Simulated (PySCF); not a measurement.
# Reading the logs of faulty runs: BH4N2Si

Calculated results; nothing here was measured. The program is PySCF 2.14.0, an open-source quantum chemistry code, run on an isolated molecule that a program drew, which may never have been made. The molecule is BH4N2Si (charge 0, doublet), drawn as the SMILES string `N=BN[SiH2]`.

Each row is a Hartree-Fock (HF) and frozen-core CCSD(T) single point in the cc-pV(D+d)Z basis, meant for a local HF minimum. Run 1 is clean. Each other run has one planted mistake out of seven kinds, and not every kind appears here: one electron removed, one electron added, multiplicity raised by two, geometry at a saddle point, minimal basis STO-3G, one bond length entered in bohr, all coordinates scaled. The reference is restricted for singlets and unrestricted otherwise, and also for a bond in bohr. Adding or removing an electron swaps singlet and doublet. Electrons count all cores. HOMO and LUMO are orbital energies over both spins, the gradient is its largest component, and the lowest frequency (negative if imaginary) is given only where the gradient is small. Bond lengths are over the 7 bonds as drawn. T1 is the CCSD diagnostic: over 0.02 (restricted) or 0.045 (unrestricted) a single reference is doubtful.

Geometry of the clean run:
```xyz
8
BH4N2Si, angstrom
N    -1.9090    0.8017   -0.1184
B    -1.1070    1.6399    0.2983
N    -0.1871    2.5949    0.7583
Si    1.5523    2.5291    0.6582
H    -2.5488    0.1090   -0.3957
H    -0.5983    3.4566    1.0693
H     1.9438    1.1081    0.5265
H     2.1295    3.1360    1.8834
```

```
run,electrons,basis functions,<S^2>,HOMO (eV),LUMO (eV),gradient (hartree/bohr),lowest frequency (cm^-1),mean bond (Å),longest bond (Å),T1,HF (hartree),CCSD(T) (hartree),mistake
1,37,85,0.754,-8.64,1.67,4.0e-05,84,1.3330,1.744,0.0170,-424.87666,-425.41580,no fault
2,37,85,1.738,-9.26,1.00,8.7e-02,-,1.4579,1.857,0.0568,-424.70837,-425.21425,one bond length entered in bohr
3,38,85,0.000,-0.12,8.77,6.5e-02,-,1.3330,1.744,0.0145,-424.84604,-425.41260,one electron added
4,37,85,0.755,-9.04,1.08,5.8e-02,-,1.4543,1.902,0.0217,-424.81273,-425.37596,?
```

**Which mistake was planted in run 4, and what did it cost?**

The mean and the longest bond both change by the same factor, 1.091, and the gradient is no longer small. So the mistake is: all coordinates scaled. Subtracting run 1 and multiplying by 627.51 kcal/mol a hartree, the energy moved by 40.1 kcal/mol in HF and 25.0 kcal/mol in CCSD(T).

Cautions from the logs. Run 2: T1 is over the limit, so its CCSD(T) energy is less reliable; run 3: the added electron raises the CCSD(T) energy, so it isn't bound in this basis.
